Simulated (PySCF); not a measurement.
Input of a run (PBE0-D3(BJ)/def2-SVP geometry optimisation, gas phase, def2 core potentials past Kr (PySCF 2.14.0)), started from GFN2-xTB:
```
{"job": {"xc": "PBE0", "basis": "def2-SVP", "d3": "d3bj", "grid": 1, "maxiter": 30, "shake": 0.03, "kind": "geom"}, "charge": 0, "multiplicity": 1}
In     0.014140    -0.294070     0.038760
C      2.129620    -0.581660    -0.117500
H      2.563820     0.153040    -0.787710
H      2.365910    -1.567550    -0.515550
H      2.566070    -0.530540     0.855500
C     -1.536290     1.487190    -0.062710
H     -1.314360     2.145580     0.774140
H     -2.481600     1.076000     0.001760
H     -1.417690     2.026410    -0.934710
O     -0.913600    -1.968380     0.335280
H     -1.877960    -2.031510     0.443620
```

Output (energies in Eh, forces in Eh/bohr):
```
step   0  E = -345.46755407  max force = 0.063005
step   1  E = -345.48381135  max force = 0.013702
step   2  E = -345.48490669  max force = 0.005409
step   3  E = -345.48538754  max force = 0.002232
step   4  E = -345.48545379  max force = 0.001482
step   5  E = -345.48547282  max force = 0.000296
step   6  E = -345.48547640  max force = 0.000175
optimisation converged
```

**Question.** Summarise the run.

**Answer.** The energy falls by 47.1 kJ/mol over 7 energy and gradient evaluations, the largest force component goes from 0.0630 to 1.7e-04 Eh/bohr, and the atoms move by 0.106 Å rms after alignment. The bond that changes most is In1–C6 (ends: indium bonded to 2 C and O; carbon bonded to In and 3 H), which shortens by 0.204 Å. Bonds longer at the end by more than 0.005 Å: 8 of 10; shorter: 2. Among the angles that change most is In1–O10–H11, from 123.2° to 113.7°. The energy never rose by more than 1e-6 Eh on the way. The first step brought 91 % of the lowering.

**Question.** What are the final bond lengths?

**Answer.** In1–C2 2.149 Å, In1–C6 2.160 Å, In1–O10 2.017 Å, C2–H3 1.099 Å, C2–H4 1.099 Å, C2–H5 1.100 Å, C6–H7 1.100 Å, C6–H8 1.099 Å, C6–H9 1.100 Å, O10–H11 0.963 Å. Numbering counts from 1 in the input's order; the species is InMe2(OH), `[CH3][In]([CH3])[OH]`.

The run used 103 basis functions and 48 SCF cycles in all. On an AMD EPYC 7R43 with one thread, shared host with 256 logical CPUs at a one-minute load of 66, this took 30 s of wall time and 0.40 GiB of memory at its peak.

PBE0-D3(BJ)/def2-SVP frequencies: not computed here. One conformer, not necessarily the lowest.
